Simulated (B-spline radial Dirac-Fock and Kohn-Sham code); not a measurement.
# Dipole and non-dipole photoemission parameters of Cd 3d3/2

System: neutral cadmium, configuration [Kr] 4d10 5s2; threshold 411.9 eV (tabulated edge). Method: Dirac-Hartree-Slater photoionisation with a Latter tail; cross sections with all multipoles, angular parameters from the dipole term and its interference with E2. Computed with a B-spline atomic structure program.

For linearly polarised light dσ/dΩ = σ/(4π) [1 + β P₂(cos θ) + (δ + γ cos²θ) sin θ cos φ], with θ from the polarisation vector and φ the angle between the beam and the projection of the electron momentum on the plane normal to the polarisation.

| hν (eV) | σ (kb) | β | γ | δ |
| --- | --- | --- | --- | --- |
| 503 | 1420 | 0.355 | -0.031 | 0.002 |
| 600 | 1030 | 0.610 | -0.061 | 0.008 |
| 627 | ? | ? | ? | ? |
| 644 | 900 | 0.718 | -0.063 | 0.012 |
| 800 | 565 | 0.969 | -0.036 | 0.025 |
| 1140 | 231 | 1.178 | 0.091 | 0.042 |
| 1230 | 188 | 1.201 | 0.128 | 0.046 |
| 1253.6 | 179 | 1.206 | 0.138 | 0.047 |
| 1400 | 131 | 1.227 | 0.199 | 0.052 |
| 1620 | 86.3 | 1.240 | 0.288 | 0.059 |
| 2000 | 45.9 | 1.231 | 0.427 | 0.072 |
| 2984.4 | 12.9 | 1.150 | 0.713 | 0.103 |
| 4570 | 3.04 | 1.009 | 1.023 | 0.157 |
| 5710 | 1.38 | 0.924 | 1.179 | 0.195 |
| 6000 | 1.15 | 0.905 | 1.212 | 0.205 |
| 7410 | 0.529 | 0.821 | 1.349 | 0.252 |
| 10100 | 0.163 | 0.697 | 1.524 | 0.338 |
| 11900 | 0.0862 | 0.633 | 1.605 | 0.393 |
| 12900 | 0.0627 | 0.602 | 1.641 | 0.423 |

Q: Give the values at 627 eV.

A: σ = 948 kb, β = 0.678, γ = -0.063, δ = 0.011.
